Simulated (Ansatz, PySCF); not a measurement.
GaI2, charge +1. Atoms are numbered in the order given.

```xyz
3

Ga     0.0000     0.0000     0.0000
I      0.0000     0.0000    -2.3715
I      0.0000     0.0000     2.3715
```
Charge +1, spin multiplicity 1.

The structure is a stationary point at r2SCAN-D4/def2-SVP. The spin state was assumed, not searched. The isomer is the one that the SMILES or the coordinates give; other isomers of the formula were not compared. The def2 effective core potentials stand for the cores of I; spin–orbit coupling is left out.

Vertical ionisation energy (IE) and electron affinity (EA) in eV. Rows of orbital energies are one-electron estimates. Where ΔSCF, EOM or ADC give a negative EA the extra electron is unbound and the value depends on the basis.

```
level                                                                   IE    EA
-------------------------------------------------------------------  -----  ----
−ε(HOMO), −ε(LUMO), CAM-B3LYP/def2-TZVPD (PySCF)                     14.45  7.23
−ε(HOMO), −ε(LUMO), PBE/def2-TZVPD (PySCF)                           12.13  8.95
ΔSCF, PBE0/def2-SVPD (Ansatz), final states of multiplicity 2 and 2  15.19  6.47
ΔSCF, PBE/def2-SVPD (Ansatz), final states of multiplicity 2 and 2   14.85  6.47
```

Q: What vertical singlet–triplet gap does ΔSCF give with PBE0/def2-SVPD (Ansatz, an electronic-structure program) and with PBE/def2-SVPD (Ansatz)? (Estimate from the structure and the level; the computed values follow.)

A: 3.39 and 3.04 eV (triplet above singlet where positive).
